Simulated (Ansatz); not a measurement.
Two isomers of C2H8B2O: A = `CBCBO`, B = `BC(B)(C)O`.

Gas-phase electronic energies from Ansatz, PBE0-D4/def2-TZVP geometries. CCSD(T)/CBS adds triple-zeta CCSD(T) − MP2 to the extrapolated MP2 energy (def2 sets, frozen cores). Functionals use def2-TZVPP. B3LYP here is the variant with VWN-RPA as its local correlation; programs differ in this. One conformer a species, not always the lowest.

Question: Which isomer does CCSD(T)/CBS put lower? Give the gap. (Estimate.)

Answer: Computed: A, by 302.2 kJ/mol.

Question: Give E(B) − E(A) in kJ/mol with CCSD(T)/def2-TZVPP, CCSD/def2-TZVPP, B3LYP, ωB97M-V, B3LYP-D4, MP2/def2-TZVPP, B2PLYP. (Estimate.)

Answer: The calculation gave: CCSD(T)/def2-TZVPP 302.7, CCSD/def2-TZVPP 308.9, B3LYP 312.4, ωB97M-V 298.7, B3LYP-D4 306.8, MP2/def2-TZVPP 302.9, B2PLYP 310.4. None reverses the order clearly.

Largest T1 diagnostic: 0.012.

In def2-TZVPP, CCSD(T) changes the Hartree–Fock value by −34.4 kJ/mol (the triples alone add −6.3 kJ/mol) and MP2 by −34.2 kJ/mol. The D4 term adds −5.6 kJ/mol with B3LYP and −2.6 kJ/mol with PBE0; it sums over pairs of atoms, weighted by their polarisabilities, and B3LYP, whose exchange is more repulsive, gets the larger term.
